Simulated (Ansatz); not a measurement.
Input file for Ansatz (a program for electronic structure): U-CCSD(T)/def2-TZVPP on AlH-, 2S+1 = 4, a spin state set in the input, which need not be the lowest, a point of a bond scan (R = 1.623 Å). Charge -1.

Ansatz 0.2 input:
```yaml
crystal:
  periodic: [false, false, false]
  atoms:
    - {symbol: H, position_ang: [0.00000000, 0.00000000, 0.00000000]}
    - {symbol: Al, position_ang: [0.00000000, 0.00000000, 1.62274300]}
basis:
  gaussian:
    orbitals: def2-TZVPP
    pivot_positions_ang: [[0.00000000, 0.00000000, 0.00000000], [0.00000000, 0.00000000, 1.62274300]]
total_charge: -1
magnetization: {spin_polarized: true, initial_magnetization: 3}
correlation: {method: ccsd_t, electrons: valence}
output: {orbitals: {seedname: ./end}}
```

Program output:

```
WARN ansatz: RAYON_NUM_THREADS=1 ignored (pool sized by the plan → 1); use --threads N
Functional definition: HF
integrals: 0.03 GiB planned
360 factors; integrals over basis functions are off by at most 6.7e-4 eV
mean field: 0.08 GiB planned
mean field evaluation 1: about -6595.4125 eV, gradient 6.7e0 eV
mean field evaluation 2: about -6595.4127 eV, gradient 6.7e0 eV
mean field evaluation 4: about -6596.4884 eV, gradient 1.9e0 eV
mean field evaluation 8: about -6596.6692 eV, gradient 2.5e-1 eV
mean field evaluation 16: about -6596.6160 eV, gradient 1.0e0 eV
mean field evaluation 32: about -6593.2831 eV, gradient 3.1e0 eV
mean field -6596.67186413 eV, -242.4232196221 hartree, gradient 3.8e-6 eV, S^2 3.751867; 1 other end points of the search recorded, 0 dependent functions left out
determinant -6596.67186413 eV, -242.4232196221 hartree, with singles and doubles -6598.53302967 eV, -242.4916161941 hartree
determinant -6593.54398791 eV, -242.3082722910 hartree, with singles and doubles -6595.36565441 eV, -242.3752173003 hartree
5 core orbitals not correlated
reference -6596.67186413 eV, -242.4232196221 hartree; 4, 1 occupied and 47, 50 virtual orbitals, 360 factors
second order -1.40145736 eV of doubles, -0.00000000 eV of singles
coupled cluster: 0.11 GiB planned
cycle   1  -1.82006148 eV  change   -1.3e-1 eV  update   1.7e-2
cycle   2  -1.82736670 eV  change   -7.3e-3 eV  update   6.2e-3
cycle   3  -1.83187464 eV  change   -4.5e-3 eV  update   2.9e-3
cycle   4  -1.83390531 eV  change   -2.0e-3 eV  update   1.5e-3
cycle   5  -1.83449671 eV  change   -5.9e-4 eV  update   5.8e-4
cycle   6  -1.83455031 eV  change   -5.4e-5 eV  update   2.1e-4
cycle   7  -1.83459712 eV  change   -4.7e-5 eV  update   5.6e-5
cycle   8  -1.83459432 eV  change    2.8e-6 eV  update   1.5e-5
cycle   9  -1.83459402 eV  change    2.9e-7 eV  update   5.5e-6
perturbative correction -0.06051770 eV, -0.0022239845 hartree
Total energy: -6598.56697586 eV, -242.4928636934 hartree
```

The calculation finished and met its thresholds.

Cost: about 1.0 core-seconds (a rough figure).
